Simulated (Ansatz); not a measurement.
# Counterpoise correction, worked out

The pair of SiH4 (SMILES [SiH4], atoms 1–5) and GeH4 (SMILES [GeH4], atoms 6–10), both closed shells, in one local arrangement (a lower one may exist), relaxed at PBE0-D4/def2-TZVP:

```xyz
10
angstrom
Si -0.2482 0.0512 -2.0294
H -1.2178 0.4985 -0.9967
H -0.6966 0.5261 -3.3631
H -0.1751 -1.4315 -2.0287
H 1.0907 0.6158 -1.7255
Ge 0.2486 -0.0504 2.0299
H 0.9290 -0.3896 3.3631
H 0.6672 1.3556 1.5816
H -1.2748 -0.1035 2.2023
H 0.6771 -1.0720 0.9665
```

Computed with Ansatz 0.2.0 (basis: def2-TZVPPD); correlated methods freeze the cores. Filled d shells of the heavier atoms are correlated. The def2 sets are not built for correlating such inner shells, so the correlated values are less sure here.

CCSD(T) total energies in eV:

| system | geometry | basis functions | energy |
| --- | --- | --- | --- |
| pair | pair | all | -64475.40184 |
| SiH4 | as in the pair | all (partner as ghosts) | -7930.38957 |
| GeH4 | as in the pair | all (partner as ghosts) | -56544.97863 |
| SiH4 | as in the pair | its own | -7930.38527 |
| GeH4 | as in the pair | its own | -56544.96234 |
| SiH4 | free (PBE0-D4 minimum) | its own | -7930.38535 |
| GeH4 | free (PBE0-D4 minimum) | its own | -56544.96247 |

(1) Work out the interaction energy with and without the counterpoise correction, the superposition error, and the binding energy from the relaxed fragments.

T1 diagnostic: at most 0.012.

## Answers

(1) Without correction: -64475.40184 − (-7930.38527) − (-56544.96234) = -0.05423 eV.
With correction (each fragment in the whole basis): -64475.40184 − (-7930.38957) − (-56544.97863) = -0.03364 eV = -0.78 kcal/mol.
The superposition error is the difference, 0.02059 eV, 38 % of the uncorrected value: each fragment borrows its partner's functions.
Deformation from the free shapes: 0.00008 eV for SiH4 and 0.00013 eV for GeH4.
Binding energy from relaxed fragments: -0.03364 + 0.00008 + 0.00013 = -0.03343 eV = -0.77 kcal/mol (electronic, without zero-point energy; negative means bound). For comparison, the corrected interaction energy by CCSD(T) at an estimated basis limit (MP2 extrapolated from triple and quadruple zeta, plus CCSD(T) − MP2 in triple zeta) is -0.045 eV; triple zeta with the correction binds less.

For scale, one of the runs: CCSD(T)/def2-TZVPPD, 238 basis functions, launched by `ansatz run in.yaml --threads 4 --pin off --events-out ev --progress --plain --max-ram 9574MiB`. Hardware: 4 CPU threads of an Arm Neoverse V2, shared host. Wall time 59 s; peak host memory 4.1 GiB.
